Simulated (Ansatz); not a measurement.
Isolated molecules relaxed with PBE0-D4/def2-TZVP in Ansatz; ΔE leaves out vibrations. CBS: MP2 limit from def2 TZ/QZ plus the TZ coupled-cluster correction, frozen cores. This one scheme is used for every species, atoms too. Functionals use def2-TZVPP. HSE06 is defined as in plane-wave codes. Open shells (•) are unrestricted, without spin–orbit coupling. Spin–orbit coupling would lower the free atoms: a little for Cl, F; strongly for In. Elements past krypton have def2 core potentials. For In outer-core shells are correlated without core-valence functions, so the limit isn't a true one: a few kJ/mol of doubt a bond, and 10 to 20 or more in all where bonds break to atoms.

Consider the atomization: `[F][In]([Cl])[Cl]` → 2 Cl• + F• + In•.

| level | ΔE (kJ/mol) |
| --- | --- |
| HSE06-D4 | 1060.0 |
| MP2/def2-TZVPP | 1094.2 |

Question: What does CCSD(T)/CBS give? (An estimate is asked.)

Answer: Computed: +1086.9 kJ/mol. The listed levels differ from it by -26.9, 7.3 kJ/mol.

Largest T1 diagnostic among the species: 0.015.

From PBE to PBE0 (25 % exact exchange), in def2-TZVPP and without D4, ΔE moves by −31.5 kJ/mol: exact exchange takes away binding that semilocal exchange gives to molecules. Leaving LDA and LC-ωPBE aside and taking each functional with its dispersion term where it has one, the values, not all of them listed here, spread over 102.5 kJ/mol, from BHLYP-D4 to B97M-V. LDA lies +176.2 kJ/mol from PBE without D4, its usual overbinding. The D4 term adds +17.0 kJ/mol with B3LYP and +8.9 kJ/mol with PBE0; it sums over pairs of atoms, weighted by their polarisabilities, and B3LYP, whose exchange is more repulsive, gets the larger term.

B3LYP here is the variant with VWN-RPA as its local correlation; programs differ in this.

For atomizations the MP2-based limit and the directly extrapolated one differ by several kJ/mol either way, and by 10 to 25 for some Ge, Se and Sn compounds, so smaller differences from it don't rank the levels.
